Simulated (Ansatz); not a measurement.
H$_{4}$BN, charge +1, doublet, geometry from GFN2-xTB (a state made from the parent by changing its charge; the spin is typed, not shown lowest); Ansatz (a quantum-chemistry and plane-wave program) with MP2/STO-3G.

Ansatz was given this input:
Ansatz 0.2 input:
```yaml
crystal:
  periodic: [false, false, false]
  atoms:
    - {symbol: B, position_ang: [-0.73130621, 0.03665242, -0.00704812]}
    - {symbol: N, position_ang: [0.60086384, -0.03011476, 0.00579095]}
    - {symbol: H, position_ang: [-1.51017053, -0.84599977, -0.16863775]}
    - {symbol: H, position_ang: [-1.42098447, 0.99290666, 0.14038813]}
    - {symbol: H, position_ang: [1.23321839, 0.75151551, -0.16929741]}
    - {symbol: H, position_ang: [1.14842081, -0.87088115, 0.19225095]}
basis:
  gaussian:
    orbitals: STO-3G
total_charge: 1
magnetization: {spin_polarized: true, initial_magnetization: 1}
correlation: {method: mp2}
```

**Question.** Predict the main parts of the log of this Ansatz run.

**Answer.** 
```
Functional definition: HF
183 factors; integrals over basis functions are off by at most 6.1e-5 eV
mean field evaluation 1: about -2177.7597 eV, gradient 1.7e1 eV
mean field evaluation 2: about -2177.7868 eV, gradient 1.7e1 eV
mean field evaluation 4: about -2179.8626 eV, gradient 2.0e0 eV
mean field evaluation 8: about -2179.4531 eV, gradient 4.5e0 eV
mean field evaluation 16: about -2180.8055 eV, gradient 4.0e-5 eV
mean field -2180.80550636 eV, -80.1431241556 hartree, gradient 1.6e-6 eV, S^2 0.771374; 1 other end points of the search recorded, 0 dependent functions left out
2 core orbitals not correlated
reference -2180.80550636 eV, -80.1431241556 hartree; 6, 5 occupied and 6, 7 virtual orbitals, 183 factors
second order -1.94993576 eV of doubles, -0.00000000 eV of singles
Total energy: -2182.75544212 eV, -80.2147829730 hartree
```
